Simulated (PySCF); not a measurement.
## Ionisation energy of N⁺ by level of theory

N⁺ [He] 2s2 2p2 (3P) → N²⁺ [He] 2s2 2p1 (2P), as a difference of total energies. Calculation: PySCF 2.14, in aug-cc-pCVTZ-DK (7s6p4d2f, 59 functions); scalar relativity by spin-free X2C-1e. Correlated levels: valence: 1s2 frozen. The calculations carry no spin-orbit coupling.

```tsv
method	ionisation energy (eV)	difference from reference (eV)
UHF	29.185	-0.416
MP2 (valence)	29.610	+0.009
SCS-MP2 (valence)	29.469	-0.132
CCSD (valence)	29.455	-0.146
CCSD(T) (valence)	29.472	-0.129
```

Reference: 29.601 eV (semi-empirical (NIST evaluation); NIST Atomic Spectra Database, ionization energies).

Errors of the correlated levels include the incompleteness of this basis and the frozen core.
